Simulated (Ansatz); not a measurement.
A nudged elastic band was laid between two geometries of BH₄NOTe (8 atoms, charge 0, multiplicity 1).

Computed with RKS PBE0-D4/def2-SVP (Ansatz).

| Item | Value |
| --- | --- |
| movable images | 7 |
| climbing image | yes |
| spring | 5.0 eV/Å² |
| optimiser | quadratic models (default) |
| start path | IDPP |
| force threshold | 0.05 eV/Å |
| iteration limit | 45 |
| end points | relaxed |

First end point:

```xyz
8
Properties=species:S:1:pos:R:3
N -0.289 0.955 -0.101
B 0.388 -0.265 0.057
O 1.732 -0.390 0.241
Te -0.671 -2.189 0.027
H 0.176 1.855 -0.091
H -1.287 1.018 -0.235
H 2.208 0.447 0.257
H -2.163 -1.487 -0.212
```

Last end point:

```xyz
8
Properties=species:S:1:pos:R:3
N -0.490 1.061 0.048
B 0.407 -0.011 0.010
O 1.736 0.236 -0.169
Te -0.309 -2.092 0.261
H -1.472 0.976 0.257
H -0.164 2.009 -0.093
H 2.275 -0.545 -0.314
H -1.891 -1.691 -0.056
```

What changes between the two ends?

No bond is made or broken. The dihedral H6–N1–B2–Te4 goes from 0 to -178°.

Give the energies along the band, and the barrier.

The forces met the threshold. The highest image is number 3 of 0 to 8, 11.1 kcal/mol above the first end and 12.2 kcal/mol above the last; the last end lies 1.1 kcal/mol below the first. The profile has 2 maxima (images 3, 6) with wells between them (image 5): this band takes more than one step, which may be the mechanism or a detour left from its start path. A vibrational analysis at the climbing image gives one clearly imaginary mode, 351i cm⁻¹: a first-order saddle point.

| image | path coordinate (Å) | energy (kcal/mol) | dihedral H6–N1–B2–Te4 (°) |
| --- | --- | --- | --- |
| 0 | 0.00 | 0.0 | 0 |
| 1 | 0.64 | 1.9 | -13 |
| 2 | 1.28 | 7.9 | -30 |
| 3 | 1.92 | 11.1 | -59 |
| 4 | 2.81 | 5.4 | -118 |
| 5 | 3.69 | 0.0 | -178 |
| 6 | 4.58 | 4.4 | -177 |
| 7 | 5.48 | -0.2 | 178 |
| 8 | 6.38 | -1.1 | -178 |

What is the geometry of the highest image?


```xyz
8
Properties=species:S:1:pos:R:3
N -0.142 1.018 -0.421
B 0.440 -0.257 -0.021
O 1.736 -0.537 -0.275
Te -0.603 -1.885 1.013
H -0.507 1.541 0.374
H -0.927 0.899 -1.059
H 2.140 0.215 -0.730
H -2.044 -1.052 1.063
```

The run took 8.9 min on 1 thread of Arm Neoverse V1, on a shared host, peak memory 0.19 GiB.
